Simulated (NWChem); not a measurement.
Species: C₄H₈O; SMILES C=C(OC)C

```xyz
13

C      1.4416    -0.4546     0.0000
C      0.0990    -0.4755     0.0000
C     -0.7270    -1.7203     0.0000
O     -0.6985     0.6151     0.0000
C     -0.0958     1.8775     0.0000
H      1.9904    -1.3963     0.0000
H      2.0245     0.4665     0.0000
H     -1.3818    -1.7407     0.8854
H     -1.3818    -1.7407    -0.8854
H     -0.0970    -2.6181     0.0000
H     -0.9051     2.6191     0.0000
H      0.5324     2.0284    -0.8962
H      0.5324     2.0284     0.8962
```
Atoms are numbered in this order, from 1.

Structure relaxed at the PBE0/def2-SVP level. Not confirmed as a minimum by frequencies.

Task: Give the principal values of the shielding tensors (ppm) of C1, C2, C3, O4, C5 from LDA (Slater exchange, VWN5)/pcSseg-1, GIAO (NWChem), with their diamagnetic and paramagnetic parts as GIAO splits them.

Result: 
```tsv
atom	σ11	σ22	σ33	isotropic	diamagnetic	paramagnetic
C1	17.2	112.8	161.5	97.2	257.4	-160.2
C2	-99.5	34.5	92.4	9.1	256.0	-246.9
C3	135.9	149.1	187.4	157.5	248.5	-91.0
O4	59.9	227.1	297.1	194.7	398.4	-203.7
C5	91.4	105.9	176.1	124.5	249.2	-124.7
```
